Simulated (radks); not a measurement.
Spherical jellium clusters: N electrons in a uniform positive sphere of charge N and radius rs N^(1/3), rs = 4.54 bohr. Calculated with a radial shooting solver with Libxc functionals: non-relativistic Kohn-Sham, LDA (Slater exchange, Perdew-Wang correlation), spin-polarised, spherical densities. Levels are named by radial order and angular momentum (1s, 1p, 1d, 2s, ...), and open shells are averaged over m.

N = 16, configuration 1s2 1p6 1d(up 5, down 3). This is the lowest configuration that the search found. Occupied and some empty levels:

level,occupation,eigenvalue (eV),<r> (bohr)
1s up,1,-4.3615,7.065
1s down,1,-4.2491,6.924
1p up,3,-3.6566,8.451
1p down,3,-3.5158,8.432
1d up,5,-2.7847,9.429
1d down,3,-2.6401,9.470
2s up,0,-2.4089,7.847
2s down,0,-2.3428,7.944
1f up,0,-1.7794,10.32
1f down,0,-1.6438,10.41
2p up,0,-1.2960,9.910
2p down,0,-1.2256,10.00

Energy (eV): total -29.2400, kinetic 22.406, external -722.88, Hartree 358.31, exchange-correlation -52.424, background 365.35.
